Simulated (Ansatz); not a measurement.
Ansatz (a quantum-chemistry and plane-wave program) input (CCSD(T)/def2-QZVPP):
A basis named .json is the Basis Set Exchange file of that set.

Ansatz 0.2 input:
```yaml
crystal:
  periodic: [false, false, false]
  atoms:
    - {symbol: Si, position_ang: [0.08877179, -0.47505642, 0.00414295]}
    - {symbol: O, position_ang: [-0.20624850, 1.10372528, -0.00962554]}
    - {symbol: H, position_ang: [-1.10586674, -1.33436007, -0.00895570]}
    - {symbol: H, position_ang: [1.51304961, -0.84465226, 0.02795877]}
basis:
  gaussian:
    orbitals: def2-QZVPP.json
total_charge: 1
magnetization: {spin_polarized: true, initial_magnetization: 1}
correlation: {method: ccsd_t, electrons: outside_noble_gas}
```

Output:

```
Functional definition: HF
integrals: 1.11 GiB planned
1118 factors; integrals over basis functions are off by at most 6.5e-4 eV
mean field: 0.56 GiB planned
mean field evaluation 1: about -9903.9592 eV, gradient 6.0e1 eV
mean field evaluation 2: about -9903.9595 eV, gradient 6.0e1 eV
mean field evaluation 4: about -9920.7235 eV, gradient 8.2e0 eV
mean field evaluation 8: about -9923.4691 eV, gradient 7.5e-1 eV
mean field evaluation 16: about -9873.4298 eV, gradient 9.9e1 eV
mean field evaluation 32: about -9922.9073 eV, gradient 1.1e0 eV
mean field evaluation 64: about -9917.0449 eV, gradient 8.3e0 eV
mean field evaluation 96: about -9921.3215 eV, gradient 1.5e0 eV
mean field evaluation 128: about -9923.4772 eV, gradient 1.3e-2 eV
mean field evaluation 160: about -9917.0010 eV, gradient 2.8e-2 eV
mean field evaluation 192: about -9913.7554 eV, gradient 3.9e-3 eV
mean field evaluation 224: about -9917.5180 eV, gradient 6.7e-2 eV
mean field evaluation 256: about -9915.7161 eV, gradient 1.1e-1 eV
mean field evaluation 288: about -9914.4453 eV, gradient 1.4e-2 eV
mean field evaluation 320: about -9914.4937 eV, gradient 6.6e-4 eV
mean field evaluation 352: about -9917.0099 eV, gradient 4.3e-3 eV
mean field evaluation 384: about -9916.7351 eV, gradient 3.8e0 eV
mean field evaluation 416: about -9913.1845 eV, gradient 2.4e0 eV
mean field evaluation 448: about -9923.4772 eV, gradient 6.7e-3 eV
mean field -9923.47721208 eV, -364.6810611696 hartree, gradient 3.0e-6 eV, S^2 0.761259; 8 other end points of the search recorded, 0 dependent functions left out
determinant -9923.47721208 eV, -364.6810611696 hartree, with singles and doubles -9932.63207773 eV, -365.0174962766 hartree
determinant -9922.85617357 eV, -364.6582384252 hartree, with singles and doubles -9931.88136958 eV, -364.9899082612 hartree
determinant -9921.34860659 eV, -364.6028363605 hartree, with singles and doubles -9930.61316099 eV, -364.9433024551 hartree
6 core orbitals not correlated
reference -9923.47721208 eV, -364.6810611696 hartree; 6, 5 occupied and 175, 176 virtual orbitals, 1118 factors
second order -8.25605931 eV of doubles, -0.00000000 eV of singles
coupled cluster: 2.12 GiB planned
cycle   1  -8.92195788 eV  change   -9.8e-1 eV  update   2.5e-2
cycle   2  -8.95232636 eV  change   -3.0e-2 eV  update   7.0e-3
cycle   3  -8.95404743 eV  change   -1.7e-3 eV  update   4.0e-3
cycle   4  -8.95764421 eV  change   -3.6e-3 eV  update   2.3e-3
cycle   5  -8.96052091 eV  change   -2.9e-3 eV  update   1.4e-3
cycle   6  -8.96134387 eV  change   -8.2e-4 eV  update   6.2e-4
cycle   7  -8.96138996 eV  change   -4.6e-5 eV  update   2.3e-4
cycle   8  -8.96146533 eV  change   -7.5e-5 eV  update   8.6e-5
cycle   9  -8.96145419 eV  change    1.1e-5 eV  update   3.3e-5
cycle  10  -8.96144133 eV  change    1.3e-5 eV  update   1.3e-5
perturbative correction -0.30473839 eV, -0.0111989291 hartree
Total energy: -9932.74339179 eV, -365.0215869932 hartree
```
